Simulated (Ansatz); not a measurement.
One change: `O[SiH2]S[SiH2]F` becomes `F[SiH2][S][GeH3]`.

Ansatz, PBE0-D4/def2-TZVP geometries, multiplicity 1. Each molecule was computed in one conformer, which needn't be the lowest.

Scalar relativity is left out up to krypton.

```
                             property  `O[SiH2]S[SiH2]F`
LUMO energy (ωB97M-V/def2-TZVPP) / eV               1.51
  HOMO energy (B3LYP/def2-TZVPP) / eV              -7.75
 HOMO–LUMO gap (PBE0/def2-TZVPP) / eV               7.73
  HOMO–LUMO gap (PBE/def2-TZVPP) / eV               5.64
    LUMO energy (PBE/def2-TZVPP) / eV              -1.15
   LUMO energy (PBE0/def2-TZVPP) / eV              -0.28
```

Problem. Give the same properties after the change, and the shifts. (Best estimate.)

Solution. Ansatz gave: 
```
                             property  `F[SiH2][S][GeH3]`  shift
LUMO energy (ωB97M-V/def2-TZVPP) / eV                1.47  -0.04
  HOMO energy (B3LYP/def2-TZVPP) / eV               -7.50   0.25
 HOMO–LUMO gap (PBE0/def2-TZVPP) / eV                7.38  -0.35
  HOMO–LUMO gap (PBE/def2-TZVPP) / eV                5.28  -0.36
    LUMO energy (PBE/def2-TZVPP) / eV               -1.27  -0.12
   LUMO energy (PBE0/def2-TZVPP) / eV               -0.38  -0.10
```

With PBE0 the HOMO rises by 0.26 eV and the LUMO falls by 0.10 eV, so the gap narrows by about 0.36 eV. PBE moves the HOMO by 0.24 eV and ωB97M-V by 0.27 eV.

Positive LUMOs are unbound, so they and the gaps depend on the basis.

B3LYP here is the variant with VWN-RPA as its local correlation; programs differ in this.
